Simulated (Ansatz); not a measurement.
The first iterations of a band of FH + GeH4O2 (9 atoms, charge 0, multiplicity 1).

These are results of Ansatz 0.2.0, RKS PBE/def2-SVP, not measurements.

- movable images: 9
- climbing image: yes
- spring: 5.0 eV/Å²
- optimiser: quadratic models (default)
- start path: through a guess of the saddle point
- force threshold: 0.03 eV/Å
- iteration limit: 60
- end points: relaxed

Image 0:

```xyz
9
Properties=species:S:1:pos:R:3
Ge 0.048 -0.352 0.186
H 0.277 -0.641 1.682
H 1.261 -0.136 -0.736
O -1.052 1.124 0.208
H -1.338 1.356 -0.697
O -0.857 -1.668 -0.634
H -1.596 -1.986 -0.083
F 1.003 2.197 1.186
H 0.109 2.063 0.847
```

Image 10:

```xyz
9
Properties=species:S:1:pos:R:3
Ge 0.132 0.415 -0.686
H -0.172 -0.314 3.226
H 1.093 0.230 -1.875
O -1.214 1.558 -0.929
H -1.850 1.210 -1.582
O -0.419 -1.201 -0.187
H -0.875 -1.157 0.676
F 0.979 1.155 0.660
H 0.181 0.060 2.655
```

| iteration | highest image above the first end (eV) | largest band force component (eV/Å) |
| --- | --- | --- |
| 1 | 3.341 | 10.627 |
| 2 | 1.941 | 2.227 |
| 3 | 1.567 | 0.876 |
| 4 | 1.532 | 3.210 |
| 5 | 1.477 | 0.477 |
| 6 | 1.460 | 0.417 |

Does the band converge within its limit, and where does its top end?

The run converged. It ended after 19 iterations with the highest image 1.451 eV above the first end. A vibrational analysis at the climbing image gives one clearly imaginary mode, 907i cm⁻¹: a first-order saddle point. The orbitals stay closed-shell, which can raise the energy where a bond breaks towards radicals; this wasn't checked here.

The run took 3.5 min on 2 threads of Arm Neoverse V2, with other jobs on the host, peak memory 0.14 GiB.
